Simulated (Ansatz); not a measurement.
Ansatz (an electronic-structure program) input (B3LYP/6-31G* with LANL2DZ past Ar): The .json file joins the Basis Set Exchange's 6-31G* for atoms up to Ar and LANL2DZ past it.

Ansatz 0.2 input:
```yaml
crystal:
  periodic: [false, false, false]
  atoms:
    - {symbol: Ta, position_ang: [0.07015115, -0.07457826, -0.16982621]}
    - {symbol: O, position_ang: [-1.44344775, -0.76639699, 0.40255278]}
    - {symbol: O, position_ang: [-0.55469524, 1.56841136, -0.25564327]}
    - {symbol: F, position_ang: [1.20712335, -0.10798909, 1.24689304]}
basis:
  gaussian:
    orbitals: 6-31Gs+LANL2DZ.json
hamiltonian:
  xc: {name: B3LYP}
total_charge: 1
magnetization: {spin_polarized: true, initial_magnetization: 1}
phonons: {temperatures: {t_min: 298.15, t_max: 298.15, t_step: 100}}
```

Output:

```
Functional definition: B3LYP
integrals: 0.02 GiB planned
702 factors; integrals over basis functions are off by at most 2.8e-4 eV
mean field: 0.31 GiB planned
mean field evaluation 1: about -8351.9764 eV, gradient 8.1e1 eV
mean field evaluation 2: about -8048.6298 eV, gradient 2.4e2 eV
mean field evaluation 4: about -8373.0472 eV, gradient 3.4e1 eV
mean field evaluation 8: about -8376.9127 eV, gradient 1.1e-1 eV
mean field evaluation 16: about -8376.9290 eV, gradient 6.7e-4 eV
mean field -8376.92896202 eV, -307.8464612678 hartree, gradient 8.5e-5 eV, S^2 0.797403; 2 other end points of the search recorded, 0 dependent functions left out
the calculation of the forces begins
reference -8376.92923408 eV, -307.8464712659 hartree; 19, 18 occupied and 48, 49 virtual orbitals, 702 factors
these checks for a lower state are left out or cut short: stability, starts, cluster_reference, orbital_swaps, neighbouring_geometries, increment
integrals: 0.02 GiB planned
702 factors; integrals over basis functions are off by at most 2.8e-4 eV
mean field: 0.31 GiB planned
mean field evaluation 32: about -8376.9288 eV, gradient 2.9e-6 eV
mean field -8376.92878176 eV, -307.8464546435 hartree, gradient 2.8e-6 eV, S^2 0.797809; 0 other end points of the search recorded, 0 dependent functions left out
the calculation of the forces begins
reference -8376.92905372 eV, -307.8464646376 hartree; 19, 18 occupied and 48, 49 virtual orbitals, 702 factors
these checks for a lower state are left out or cut short: stability, starts, cluster_reference, orbital_swaps, neighbouring_geometries, increment
integrals: 0.02 GiB planned
702 factors; integrals over basis functions are off by at most 2.8e-4 eV
mean field: 0.31 GiB planned
mean field -8376.92878370 eV, -307.8464547149 hartree, gradient 1.0e-6 eV, S^2 0.797002; 0 other end points of the search recorded, 0 dependent functions left out
the calculation of the forces begins
reference -8376.92905588 eV, -307.8464647170 hartree; 19, 18 occupied and 48, 49 virtual orbitals, 702 factors
these checks for a lower state are left out or cut short: stability, starts, cluster_reference, orbital_swaps, neighbouring_geometries, increment
integrals: 0.02 GiB planned
702 factors; integrals over basis functions are off by at most 2.8e-4 eV
mean field: 0.31 GiB planned
mean field -8376.92888903 eV, -307.8464585856 hartree, gradient 2.1e-6 eV, S^2 0.797302; 0 other end points of the search recorded, 0 dependent functions left out
the calculation of the forces begins
reference -8376.92916103 eV, -307.8464685813 hartree; 19, 18 occupied and 48, 49 virtual orbitals, 702 factors
these checks for a lower state are left out or cut short: stability, starts, cluster_reference, orbital_swaps, neighbouring_geometries, increment
integrals: 0.02 GiB planned
702 factors; integrals over basis functions are off by at most 2.8e-4 eV
mean field: 0.31 GiB planned
mean field -8376.92889122 eV, -307.8464586661 hartree, gradient 2.1e-6 eV, S^2 0.797489; 0 other end points of the search recorded, 0 dependent functions left out
the calculation of the forces begins
reference -8376.92916335 eV, -307.8464686667 hartree; 19, 18 occupied and 48, 49 virtual orbitals, 702 factors
these checks for a lower state are left out or cut short: stability, starts, cluster_reference, orbital_swaps, neighbouring_geometries, increment
integrals: 0.02 GiB planned
702 factors; integrals over basis functions are off by at most 2.8e-4 eV
mean field: 0.31 GiB planned
mean field -8376.92889533 eV, -307.8464588169 hartree, gradient 1.6e-6 eV, S^2 0.797134; 0 other end points of the search recorded, 0 dependent functions left out
the calculation of the forces begins
reference -8376.92916736 eV, -307.8464688141 hartree; 19, 18 occupied and 48, 49 virtual orbitals, 702 factors
these checks for a lower state are left out or cut short: stability, starts, cluster_reference, orbital_swaps, neighbouring_geometries, increment
integrals: 0.02 GiB planned
702 factors; integrals over basis functions are off by at most 2.8e-4 eV
mean field: 0.31 GiB planned
mean field evaluation 64: about -8376.9289 eV, gradient 2.9e-6 eV
mean field -8376.92889571 eV, -307.8464588311 hartree, gradient 2.9e-6 eV, S^2 0.797664; 0 other end points of the search recorded, 0 dependent functions left out
the calculation of the forces begins
reference -8376.92916780 eV, -307.8464688303 hartree; 19, 18 occupied and 48, 49 virtual orbitals, 702 factors
these checks for a lower state are left out or cut short: stability, starts, cluster_reference, orbital_swaps, neighbouring_geometries, increment
integrals: 0.02 GiB planned
702 factors; integrals over basis functions are off by at most 2.8e-4 eV
mean field: 0.31 GiB planned
mean field -8376.92894406 eV, -307.8464606078 hartree, gradient 1.6e-6 eV, S^2 0.797277; 0 other end points of the search recorded, 0 dependent functions left out
the calculation of the forces begins
reference -8376.92921609 eV, -307.8464706048 hartree; 19, 18 occupied and 48, 49 virtual orbitals, 702 factors
these checks for a lower state are left out or cut short: stability, starts, cluster_reference, orbital_swaps, neighbouring_geometries, increment
integrals: 0.02 GiB planned
702 factors; integrals over basis functions are off by at most 2.8e-4 eV
mean field: 0.31 GiB planned
mean field -8376.92894441 eV, -307.8464606208 hartree, gradient 1.4e-6 eV, S^2 0.797528; 0 other end points of the search recorded, 0 dependent functions left out
the calculation of the forces begins
reference -8376.92921651 eV, -307.8464706202 hartree; 19, 18 occupied and 48, 49 virtual orbitals, 702 factors
these checks for a lower state are left out or cut short: stability, starts, cluster_reference, orbital_swaps, neighbouring_geometries, increment
integrals: 0.02 GiB planned
702 factors; integrals over basis functions are off by at most 2.8e-4 eV
mean field: 0.31 GiB planned
mean field -8376.92894836 eV, -307.8464607660 hartree, gradient 2.2e-6 eV, S^2 0.797514; 0 other end points of the search recorded, 0 dependent functions left out
the calculation of the forces begins
reference -8376.92922042 eV, -307.8464707637 hartree; 19, 18 occupied and 48, 49 virtual orbitals, 702 factors
these checks for a lower state are left out or cut short: stability, starts, cluster_reference, orbital_swaps, neighbouring_geometries, increment
integrals: 0.02 GiB planned
702 factors; integrals over basis functions are off by at most 2.8e-4 eV
mean field: 0.31 GiB planned
mean field -8376.92894826 eV, -307.8464607621 hartree, gradient 2.8e-6 eV, S^2 0.797292; 0 other end points of the search recorded, 0 dependent functions left out
the calculation of the forces begins
reference -8376.92922033 eV, -307.8464707607 hartree; 19, 18 occupied and 48, 49 virtual orbitals, 702 factors
these checks for a lower state are left out or cut short: stability, starts, cluster_reference, orbital_swaps, neighbouring_geometries, increment
integrals: 0.02 GiB planned
702 factors; integrals over basis functions are off by at most 2.8e-4 eV
mean field: 0.31 GiB planned
mean field evaluation 96: about -8376.9289 eV, gradient 1.4e-6 eV
mean field -8376.92891831 eV, -307.8464596616 hartree, gradient 1.4e-6 eV, S^2 0.797406; 0 other end points of the search recorded, 0 dependent functions left out
the calculation of the forces begins
reference -8376.92919051 eV, -307.8464696648 hartree; 19, 18 occupied and 48, 49 virtual orbitals, 702 factors
these checks for a lower state are left out or cut short: stability, starts, cluster_reference, orbital_swaps, neighbouring_geometries, increment
integrals: 0.02 GiB planned
702 factors; integrals over basis functions are off by at most 2.8e-4 eV
mean field: 0.31 GiB planned
mean field -8376.92891654 eV, -307.8464595964 hartree, gradient 1.6e-6 eV, S^2 0.797401; 0 other end points of the search recorded, 0 dependent functions left out
the calculation of the forces begins
reference -8376.92918846 eV, -307.8464695895 hartree; 19, 18 occupied and 48, 49 virtual orbitals, 702 factors
these checks for a lower state are left out or cut short: stability, starts, cluster_reference, orbital_swaps, neighbouring_geometries, increment
integrals: 0.02 GiB planned
702 factors; integrals over basis functions are off by at most 2.8e-4 eV
mean field: 0.31 GiB planned
mean field -8376.92891940 eV, -307.8464597014 hartree, gradient 1.3e-6 eV, S^2 0.797421; 0 other end points of the search recorded, 0 dependent functions left out
the calculation of the forces begins
reference -8376.92919155 eV, -307.8464697031 hartree; 19, 18 occupied and 48, 49 virtual orbitals, 702 factors
these checks for a lower state are left out or cut short: stability, starts, cluster_reference, orbital_swaps, neighbouring_geometries, increment
integrals: 0.02 GiB planned
702 factors; integrals over basis functions are off by at most 2.8e-4 eV
mean field: 0.31 GiB planned
mean field -8376.92891750 eV, -307.8464596316 hartree, gradient 1.5e-6 eV, S^2 0.797386; 0 other end points of the search recorded, 0 dependent functions left out
the calculation of the forces begins
reference -8376.92918946 eV, -307.8464696262 hartree; 19, 18 occupied and 48, 49 virtual orbitals, 702 factors
Total energy: -8376.92923408 eV, -307.8464712659 hartree
Atom 0 at     0.070151    -0.074578    -0.169826 Å, force    -0.000459     0.000034    -0.000500 eV/Å
Atom 1 at    -1.443448    -0.766397     0.402553 Å, force     0.000033    -0.000064     0.000015 eV/Å
Atom 2 at    -0.554695     1.568411    -0.255643 Å, force     0.000068     0.000027    -0.000011 eV/Å
Atom 3 at     1.207123    -0.107989     1.246893 Å, force     0.000359     0.000003     0.000496 eV/Å
Dipole moment:     0.435006    -0.412135    -0.874576 e Å
Vibrations: 224.04 236.40 250.05 375.12 785.65 947.68 cm⁻¹, zero-point energy 0.174752 eV
```

The blocks after the first are displaced geometries, from whose forces the wavenumbers follow.

The dipole moment of an ion depends on the origin.
